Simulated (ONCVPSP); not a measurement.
**Logarithmic derivatives: molybdenum, ONCV**

| Property | Result |
| --- | --- |
| Element | molybdenum (Mo) |
| Generator | ONCVPSP 4.0.1 |
| Type | optimised norm-conserving Vanderbilt (ONCV) |
| Functional | PBE |
| Relativity | scalar-relativistic |
| Frozen core | [Kr] |
| Valence charge | 6 |
| Reference configuration | 4d5 5p1 |
| Partial waves | s scattering state at 0.04 Ha: rc 3.20 bohr, ncon 4, nbas 7, qcut 2.4 1/bohr, 2 projectors, debl 3.5 Ha; 5p: rc 4.00 bohr, ncon 4, nbas 8, qcut 1.9 1/bohr, 2 projectors, debl 2.7 Ha; 4d: rc 2.35 bohr, ncon 3, nbas 8, qcut 7.2 1/bohr, 2 projectors, debl 2.1 Ha |
| Local potential | polynomial inside 1.90 bohr (lpopt 5, dvloc0 0 Ha) |
| Core correction | polynomial model core, fcfact 0.2 |

In the s channel the program set the typed energies aside and used 0.050, 3.550 Ha.

The phase is arctan(r·R′/R) of the radial function R(r), unwrapped; energies in Ha, scanned from -2 to 5 Ha. A pole is an energy at which the radial function vanishes at the test radius. The pseudo phase is shifted by a multiple of π to meet the all-electron one at the reference energy, and phase errors are pseudo minus all-electron; the curves can meet again beyond the range given. Levels narrower than the energy grid can be missing from the lists of poles. Where the grid stepped over a known ghost or core level, its pole and its step of π were put in at the level’s energy.

Task: For each channel, where are the poles, and over which energies does the pseudopotential scatter like the atom?

Result:

```tsv
channel	radius (bohr)	reference energy (Ha)	poles, all-electron	poles, pseudo	unbroken range about the reference energy with phases within 0.05 rad	phase error 1 Ha above the reference energy (rad)
s	3.24	0.05	0.43, 3.25	0.41, 2.03, 3.25	below 0.9	-0.109
p	4.07	-0.06	-1.47, 0.33, 2.00, 4.49	0.39, 1.45, 4.90	-1.5 to 0.8	-1.584
d	2.39	-0.18	0.19, 3.87	0.19, 3.89	the whole range	+0.000
```

Note: no bound ghost flagged but for a GHOST(-) flag that falls on a real empty level of the atom; GHOST(+) flagged for p at 71.1 eV, p at 435.1 eV.

Phases in the s channel:

```json
{"E (Ha)": "-1.98", "all-electron": "1.366", "pseudo": "1.363"}
{"E (Ha)": "-1.62", "all-electron": "1.331", "pseudo": "1.328"}
{"E (Ha)": "-1.26", "all-electron": "1.273", "pseudo": "1.269"}
{"E (Ha)": "-0.90", "all-electron": "1.151", "pseudo": "1.143"}
{"E (Ha)": "-0.54", "all-electron": "0.709", "pseudo": "0.684"}
{"E (Ha)": "-0.18", "all-electron": "-0.970", "pseudo": "-0.976"}
{"E (Ha)": "0.18", "all-electron": "-1.454", "pseudo": "-1.455"}
{"E (Ha)": "0.54", "all-electron": "-1.612", "pseudo": "-1.621"}
{"E (Ha)": "0.90", "all-electron": "-1.747", "pseudo": "-1.794"}
{"E (Ha)": "1.26", "all-electron": "-2.043", "pseudo": "-2.595"}
{"E (Ha)": "1.62", "all-electron": "-3.703", "pseudo": "-4.397"}
{"E (Ha)": "1.98", "all-electron": "-4.428", "pseudo": "-4.671"}
{"E (Ha)": "2.34", "all-electron": "-4.578", "pseudo": "-7.573"}
{"E (Ha)": "2.70", "all-electron": "-4.647", "pseudo": "-7.777"}
{"E (Ha)": "3.06", "all-electron": "-4.692", "pseudo": "-7.832"}
{"E (Ha)": "3.42", "all-electron": "-4.730", "pseudo": "-7.872"}
{"E (Ha)": "3.78", "all-electron": "-4.769", "pseudo": "-7.911"}
{"E (Ha)": "4.14", "all-electron": "-4.822", "pseudo": "-7.966"}
{"E (Ha)": "4.50", "all-electron": "-4.923", "pseudo": "-8.095"}
{"E (Ha)": "4.86", "all-electron": "-5.319", "pseudo": "-9.691"}
```
